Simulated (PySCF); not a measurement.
Species: C6H12BNO.
Cartesian coordinates in Å at the PBE0-D3(BJ)/def2-SVP level; atoms count from 1:
```xyz
21
C6H12BNO angstrom
C     -1.9913    1.1155    0.7629
N     -1.5467   -0.2802    0.7294
B     -0.7970   -0.7484   -0.6582
C     -0.6545   -2.3558   -0.5824
C      0.5918    0.0411   -0.6140
C      1.3130    0.8317   -1.4681
C      2.5161    1.2168   -0.7932
C      2.4463    0.6453    0.4404
O      1.3018   -0.0607    0.5608
H     -2.7350    1.2682   -0.0288
H     -2.4228    1.3841    1.7383
H     -1.1282    1.7587    0.5478
H     -0.8626   -0.4499    1.4724
H     -2.3263   -0.9163    0.9028
H     -1.5169   -0.3521   -1.5714
H     -0.1711   -2.7293   -1.4989
H     -1.6274   -2.8764   -0.5104
H     -0.0269   -2.6970    0.2607
H      1.0095    1.1032   -2.4774
H      3.3245    1.8382   -1.1728
H      3.1067    0.6531    1.3042
```

The computed photoelectron lines, unassigned: B 1s: 193.94 eV; C 1s: 289.01 (area 1), 289.40 (area 1), 289.77 (area 1), 290.09 (area 1), 290.78 (area 1), 292.36 (area 1) eV; N 1s: 407.28 eV; O 1s: 539.00 eV.

Level of theory: delta-SCF UKS SCAN, pcX-2 on the ionised atom, pcseg-1 elsewhere, spin-free X2C (PySCF). Isolated species at its PBE0-D3(BJ)/def2-SVP geometry (one conformer only).

Problem. Order the carbon atoms by C 1s binding energy.

Solution. 289.01 eV: C4 (sp3 carbon bound to boron); 289.40 eV: C6 (aromatic CH carbon); 289.77 eV: C7 (aromatic CH carbon); 290.09 eV: C5 (substituted aromatic carbon); 290.78 eV: C8 (aromatic CH next to a ring oxygen); 292.36 eV: C1 (N-methyl carbon). Lowest listed C 1s: C4, bonded to 3 H and B. Highest, 3.35 eV above it: C1, bonded to N and 3 H. The widest gap between neighbouring values is 1.58 eV, between 290.78 and 292.36 eV.

Bonded neighbours of each site: C1: N and 3 H; N2: C, 2 H and B; B3: N, 2 C and H; C4: 3 H and B; C5: O (aromatic in the SMILES), C (aromatic in the SMILES) and B; C6: 2 C (aromatic in the SMILES) and H; C7: 2 C (aromatic in the SMILES) and H; C8: O (aromatic in the SMILES), C (aromatic in the SMILES) and H; O9: 2 C (aromatic in the SMILES).

Problem. What is the C 1s shift of C5 against C4?

Solution. 290.09 − 289.01 = +1.08 eV, or +104 kJ/mol.
